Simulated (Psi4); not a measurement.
C4H8OSi (SMILES C=C[SiH](O)C=C), singlet, geometry from GFN2-xTB; PBE/def2-SVP in Psi4.

Here is a job for Psi4.
```
memory 2 GB

molecule mol {
0 1
  Si    0.230418   -0.535710   -0.432398
  O     0.839305    0.265017   -1.717908
  C    -1.509042    0.044888    0.013221
  C    -2.168498    1.013117   -0.603349
  C     1.351899   -0.328502    1.076012
  C     0.957838   -0.060070    2.310818
  H     0.241150   -1.906322   -0.938973
  H     0.954396    1.211361   -1.708891
  H    -2.005429   -0.467021    0.828283
  H    -1.735842    1.553644   -1.430943
  H    -3.168690    1.311669   -0.325646
  H     2.415112   -0.454877    0.900526
  H    -0.082816    0.076710    2.556875
  H     1.648648    0.038036    3.135397
}

set basis def2-svp
set reference rks

energy('pbe')
print_variables()
```

Output, abridged:

```
   => Loading Basis Set <=

    Name: DEF2-SVP
    Role: ORBITAL
    Keyword: BASIS

         ---------------------------------------------------------
                                   SCF
               by Justin Turney, Rob Parrish, Andy Simmonett
                          and Daniel G. A. Smith
                              RKS Reference
         ---------------------------------------------------------

  ==> Geometry <==

    Molecular point group: c1
    Full point group: C1

    Geometry (in Angstrom), charge = 0, multiplicity = 1:

       Center              X                  Y                   Z               Mass
    ------------   -----------------  -----------------  -----------------  -----------------
         SI           0.213320610516    -0.522299299413    -0.402665223861    27.976926534650
         O            0.822207610516     0.278427700587    -1.688175223861    15.994914619570
         C           -1.526139389484     0.058298700587     0.042953776139    12.000000000000
         C           -2.185595389484     1.026527700587    -0.573616223861    12.000000000000
         C            1.334801610516    -0.315091299413     1.105744776139    12.000000000000
         C            0.940740610516    -0.046659299413     2.340550776139    12.000000000000
         H            0.224052610516    -1.892911299413    -0.909240223861     1.007825032230
         H            0.937298610516     1.224771700587    -1.679158223861     1.007825032230
         H           -2.022526389484    -0.453610299413     0.858015776139     1.007825032230
         H           -1.752939389484     1.567054700587    -1.401210223861     1.007825032230
         H           -3.185787389484     1.325079700587    -0.295913223861     1.007825032230
         H            2.398014610516    -0.441466299413     0.930258776139     1.007825032230
         H           -0.099913389484     0.090120700587     2.586607776139     1.007825032230
         H            1.631550610516     0.051446700587     3.165129776139     1.007825032230

  Running in c1 symmetry.

  Rotational constants: A =      0.12054  B =      0.07378  C =      0.05161 [cm^-1]
  Rotational constants: A =   3613.67259  B =   2211.89742  C =   1547.23344 [MHz]
  Nuclear repulsion =  278.738862550020997

  Charge       = 0
  Multiplicity = 1
  Electrons    = 54
  Nalpha       = 27
  Nbeta        = 27

  ==> Algorithm <==

  SCF Algorithm Type is DF.
  DIIS enabled.
  MOM disabled.
  Fractional occupation disabled.
  Guess Type is SAD.
  Energy threshold   = 1.00e-06
  Density threshold  = 1.00e-06
  Integral threshold = 1.00e-12

  ==> Primary Basis <==

  Basis Set: DEF2-SVP
    Blend: DEF2-SVP
    Number of shells: 62
    Number of basis functions: 128
    Number of Cartesian functions: 134
    Spherical Harmonics?: true
    Max angular momentum: 2

  ==> DFT Potential <==

   => LibXC <=

    Version 7.1.2
    S. Lehtola, C. Steigemann, M. J. T. Oliveira, and M. A. L. Marques,  SoftwareX 7, 1–5 (2018) (10.1016/j.softx.2017.11.002)

   => Composite Functional: PBE <=

    PBE GGA Exchange-Correlation Functional

    J.P. Perdew et. al., Phys. Rev. Lett., 77(18), 3865-3868, 1996

    Deriv               =              1
    GGA                 =           TRUE
    Meta                =          FALSE

    Exchange Hybrid     =          FALSE
    MP2 Hybrid          =          FALSE

   => Exchange Functionals <=

    1.0000     XC_GGA_X_PBE

   => Correlation Functionals <=

    1.0000     XC_GGA_C_PBE

   => LibXC Density Thresholds  <==

    XC_GGA_C_PBE:  1.00E-12
    XC_GGA_X_PBE:  1.00E-15

   => Molecular Quadrature <=

    Radial Scheme          =       TREUTLER
    Pruning Scheme         =           NONE
    Nuclear Scheme         =       TREUTLER

    Blocking Scheme        =         OCTREE
    BS radius alpha        =              1
    Pruning alpha          =              1
    Radial Points          =             75
    Spherical Points       =            302
[...]

    J tasked:                   Yes
    K tasked:                    No
    wK tasked:                   No
    Algorithm:                 Core
    Schwarz Cutoff:           1E-12
    Mask sparsity (%):       4.5898
    Fitting Condition:        1E-10

   => Auxiliary Basis Set <=

  Basis Set: (DEF2-SVP AUX)
    Blend: DEF2-UNIVERSAL-JKFIT
    Number of shells: 211
    Number of basis functions: 649
    Number of Cartesian functions: 764
    Spherical Harmonics?: true
    Max angular momentum: 4

  Minimum eigenvalue in the overlap matrix is 2.9096381202E-03.
  Reciprocal condition number of the overlap matrix is 5.3019646778E-04.
    Using symmetric orthogonalization.

  ==> Pre-Iterations <==

  SCF Guess: Superposition of Atomic Densities via on-the-fly atomic UHF (no occupation information).

   -------------------------
    Irrep   Nso     Nmo
   -------------------------
     A        128     128
   -------------------------
    Total     128     128
   -------------------------

  ==> Iterations <==

                           Total Energy        Delta E     RMS |[F,P]|

   @DF-RKS iter SAD:  -520.52474314848894   -5.20525e+02   0.00000e+00
   @DF-RKS iter   1:  -520.52382827034512    9.14878e-04   9.01095e-03 ADIIS/DIIS
   @DF-RKS iter   2:  -519.64346643493229    8.80362e-01   1.36390e-02 ADIIS/DIIS
   @DF-RKS iter   3:  -521.20890284938298   -1.56544e+00   1.66680e-03 ADIIS/DIIS
   @DF-RKS iter   4:  -521.22251114794824   -1.36083e-02   1.01974e-03 ADIIS/DIIS
   @DF-RKS iter   5:  -521.22979189172372   -7.28074e-03   1.89460e-04 ADIIS/DIIS
   @DF-RKS iter   6:  -521.23006162896399   -2.69737e-04   1.01766e-04 ADIIS/DIIS
   @DF-RKS iter   7:  -521.23014644793011   -8.48190e-05   3.11392e-05 DIIS
   @DF-RKS iter   8:  -521.23015623083666   -9.78291e-06   3.61671e-06 DIIS
   @DF-RKS iter   9:  -521.23015632812292   -9.72863e-08   1.83402e-06 DIIS
   @DF-RKS iter  10:  -521.23015635249760   -2.43747e-08   8.80625e-07 DIIS
  Energy and wave function converged.

  ==> Post-Iterations <==

   Electrons on quadrature grid:
      Ntotal   =   53.9999706114 ; deviation = -2.939e-05

    Orbital Energies [Eh]
    ---------------------

    Doubly Occupied:

[...]
    Virtual:

[...]
    Final Occupation by Irrep:
              A
    DOCC [    27 ]
    NA   [    27 ]
    NB   [    27 ]

  @DF-RKS Final Energy:  -521.23015635249760

   => Energetics <=

    Nuclear Repulsion Energy =            278.7388625500209969
    One-Electron Energy =               -1268.5234372879906459
    Two-Electron Energy =                 522.2943733076551780
    DFT Exchange-Correlation Energy =     -53.7399549221830739
    Empirical Dispersion Energy =           0.0000000000000000
    VV10 Nonlocal Energy =                  0.0000000000000000
    Total Energy =                       -521.2301563524976018

Computation Completed

Properties will be evaluated at   0.000000,   0.000000,   0.000000 [a0]

Properties computed using the SCF density matrix

 Multipole Moments:

 ------------------------------------------------------------------------------------
     Multipole            Electronic (a.u.)      Nuclear  (a.u.)        Total (a.u.)
 ------------------------------------------------------------------------------------

 L = 1.  Multiply by 2.5417464519 to convert [e a0] to [Debye]
 Dipole X            :          1.6800759           -1.7447010           -0.0646251
 Dipole Y            :         -0.7942367            1.3684864            0.5742498
 Dipole Z            :         -2.6614321            3.0340950            0.3726629
 Magnitude           :                                                    0.6876168

 ------------------------------------------------------------------------------------

  Variable Map:
  ----------------------------------------------------------------------------
[...]
  Array Variable Map:
  ----------------------------------------------------------------------------
[...]
[...]
```
